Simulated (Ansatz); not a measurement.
Geometry optimisation, RKS PBE0-D4/6-31G in Ansatz.

input.yaml

```yaml
crystal:
  periodic: [false, false, false]
  atoms:
    - { symbol: C, position_ang: [-1.7033, 1.0183, 0.4262] }
    - { symbol: B, position_ang: [-0.2704, 0.5804, 0.7128] }
    - { symbol: C, position_ang: [0.7261, 0.2836, -0.4802] }
    - { symbol: F, position_ang: [0.2484, 0.5479, -1.6967] }
    - { symbol: Si, position_ang: [1.2854, -1.5164, -0.4145] }
    - { symbol: H, position_ang: [-1.7282, 2.0357, -0.1485] }
    - { symbol: H, position_ang: [-2.25, 0.2952, -0.1836] }
    - { symbol: H, position_ang: [-2.2556, 1.2302, 1.364] }
    - { symbol: H, position_ang: [0.0864, 0.4636, 1.8769] }
    - { symbol: H, position_ang: [1.6544, 0.9301, -0.3235] }
    - { symbol: H, position_ang: [2.2277, -1.7795, -1.4609] }
    - { symbol: H, position_ang: [0.1235, -2.3655, -0.539] }
    - { symbol: H, position_ang: [1.8759, -1.7585, 0.8818] }
basis:
  gaussian: { orbitals: "6-31G" }
hamiltonian:
  xc: pbe0
  dispersion: d4
relax:
  f_tol: 0.02
  max_steps: 40
scf:
  lower_state_search: "off"
```

Run as:

```bash
$ ansatz run input.yaml --threads 1 --pin off --max-ram 2048MiB --backend cpu --events-out ev --progress --plain --runs-dir out
```

Task: Where does it end, and by what steps?

Result: It converged. The force dipped under the threshold on the way, but the program's further checks kept it going. Limits of this set-up: no polarisation functions. After 31 steps the energy has fallen by 0.605 eV; H6 moved furthest, 0.94 Å.

```csv
step,energy less start (eV),largest force component (eV/Å),accepted
0,0.0000,4.599,yes
2,-0.5617,0.523,yes
4,-0.5832,0.092,yes
6,-0.5861,0.027,yes
8,-0.5866,0.024,yes
10,-0.5871,0.099,yes
12,-0.5893,0.087,yes
14,-0.5909,0.047,yes
16,-0.5944,0.122,yes
18,-0.5968,0.274,no
20,-0.6003,0.050,yes
22,-0.6029,0.082,yes
24,-0.6042,0.083,yes
26,-0.6047,0.076,yes
28,-0.6053,0.011,yes
30,-0.6054,0.033,yes
31,-0.6055,0.014,yes
```

```xyz
13
Properties=species:S:1:pos:R:3
C -1.739 0.968 0.392
B -0.266 0.616 0.752
C 0.841 0.432 -0.310
F 0.434 0.842 -1.645
Si 1.243 -1.475 -0.456
H -1.865 1.256 -0.654
H -2.380 0.093 0.593
H -2.125 1.763 1.044
H 0.062 0.391 1.888
H 1.782 0.947 -0.076
H 2.139 -1.668 -1.642
H -0.032 -2.240 -0.662
H 1.926 -1.960 0.792
```

Whether the end is a true minimum wasn't checked by a vibrational analysis.

Run time: 84 s on 1 thread of Arm Neoverse V2, with other jobs on the host, peak memory 0.15 GiB.
